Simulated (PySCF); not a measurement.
# Phosphorus: a sound run and one with changed settings

Sound run: P⁺ [Ne] 3s2 3p2, P²⁺ [Ne] 3s2 3p1. All numbers are calculated (PySCF 2.14, scalar relativity by spin-free X2C-1e, in x2c-TZVPall (5s5p2d1f, 37 functions)). The sound run starts from symmetry-adapted Hartree-Fock orbitals and uses a fine grid where one is needed.

Changed run: radial step 0.3 in ln r (0.13 in the sound run). This setting is unsound on purpose.

| species | method | sound run (hartree) | changed run (hartree) | converged |
| --- | --- | --- | --- | --- |
| P⁺ | UHF | -341.16228 | -341.16228 | yes |
| P⁺ | PBE0 | -341.57142 | -341.57187 | yes |
| P⁺ | r2SCAN | -341.66889 | -341.67223 | yes |
| P²⁺ | UHF | -340.45849 | -340.45849 | yes |
| P²⁺ | PBE0 | -340.84343 | -340.84361 | yes |
| P²⁺ | r2SCAN | -340.93660 | -340.94057 | yes |

Ionisation energy of P⁺:

```
method  sound run (eV)  changed run (eV)
   UHF          19.151            19.151
  PBE0          19.810            19.817
r2SCAN          19.927            19.910
```

A coarse radial grid mis-integrates the density and the exchange-correlation energy, with errors of either sign; Hartree-Fock needs no grid.

For comparison, NIST gives 19.769 eV between the lowest levels.
